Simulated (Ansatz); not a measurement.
Compare A (`C[Si@H]1O[C@@H]1N`) with its isomer B (`CN1[SiH2]C1O`).

Gas-phase electronic energies from Ansatz, PBE0-D4/def2-TZVP geometries. CBS: MP2 limit from def2 TZ/QZ plus the TZ coupled-cluster correction, frozen cores. DFT in def2-TZVPP. One conformer a species, not always the lowest.

(1) Which isomer does CCSD(T)/CBS put lower? Give the gap. (Best estimate.)

(2) Give E(B) − E(A) in kcal/mol with CCSD/def2-TZVPP, ωB97M-V, HF/def2-TZVPP, PBE0-D4, PBE-D4, MP2/def2-TZVPP, CCSD(T)/def2-TZVPP. (Estimate.)

Largest T1 diagnostic: 0.013.

Results:

(1) The calculation gave: A, by 32.7 kcal/mol.

(2) Computed: CCSD/def2-TZVPP 32.0, ωB97M-V 32.5, HF/def2-TZVPP 31.3, PBE0-D4 30.8, PBE-D4 30.8, MP2/def2-TZVPP 32.9, CCSD(T)/def2-TZVPP 32.1. None reverses the order clearly.

In def2-TZVPP, CCSD(T) changes the Hartree–Fock value by +0.8 kcal/mol (the triples alone add +0.1 kcal/mol) and MP2 by +1.6 kcal/mol.
